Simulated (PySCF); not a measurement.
**Magnetisability: SMILES [SiH3]O[Si@@H]1CCN[SiH2]O1, C2H11NO2Si3**

Geometry (Å), atoms numbered from 1 in this order:
```xyz
19

Si    3.4872    0.5238   -0.4774
O     2.0685   -0.2045   -0.1822
Si    0.6598   -0.1978    0.6057
C    -0.5037   -1.4726   -0.1671
C    -1.9432   -1.1649    0.2406
N    -2.3841    0.1262   -0.2637
Si   -1.5699    1.6172   -0.0107
O    -0.0467    1.2485    0.4402
H     3.3426    1.9755   -0.4076
H     4.4173    0.0422    0.5445
H     3.8365    0.0568   -1.8172
H     0.8972   -0.3753    2.0354
H    -0.4363   -1.4404   -1.2556
H    -0.2689   -2.4901    0.1418
H    -2.0194   -1.2134    1.3373
H    -2.6126   -1.9295   -0.1699
H    -3.3787    0.1527   -0.4167
H    -2.0612    2.4337    1.1025
H    -1.4942    2.3213   -1.2875
```

Level of theory: PySCF, GIAO B3LYP/pcSseg-1 magnetisability, rotational g tensor and spin-rotation constants, non-relativistic, gas phase. Geometry: GFN2-xTB.

(1) How diamagnetic is it, and how anisotropic?

(2) Split it along the inertial axes a, b, c into diamagnetic and paramagnetic parts about the centre of mass, with the quadrupole moment.

(3) And the rotational g tensor?

## Answers

(1) Isotropic -1377 × 10⁻³⁰ J/T², or -82.9 × 10⁻⁶ cm³/mol; principal values -1447, -1394, -1291 × 10⁻³⁰ J/T², anisotropy 137 × 10⁻³⁰ J/T² (root of half the summed squared differences of the principal values). The susceptibility is in cgs units.

(2) 
| axis | χ (10⁻⁶ cm³/mol) | diamagnetic (10⁻⁶ cm³/mol) | paramagnetic (10⁻⁶ cm³/mol) | summed x² of all electrons (Å²) | quadrupole Θ (D Å) |
| --- | --- | --- | --- | --- | --- |
| a | -86.4 | -652.7 | 566.2 | 394.0 | +10.20 |
| b | -84.1 | -1838.5 | 1754.4 | 114.5 | -2.95 |
| c | -78.2 | -2157.6 | 2079.4 | 39.3 | -7.25 |

Anisotropies 2χaa − χbb − χcc = -10.5 and 2χbb − χaa − χcc = -3.6 × 10⁻⁶ cm³/mol. Θ is traceless in Buckingham's convention.

(3) 
| axis | rotational constant (GHz) | g | nuclear part | electronic part |
| --- | --- | --- | --- | --- |
| a | 2.4910 | -0.0508 | 0.6119 | -0.6626 |
| b | 0.7025 | -0.0125 | 0.5665 | -0.5790 |
| c | 0.5910 | -0.0115 | 0.5658 | -0.5773 |

Asymmetric top; isotopes 12C, 1H, 14N, 16O, 28Si; no vibrational averaging.
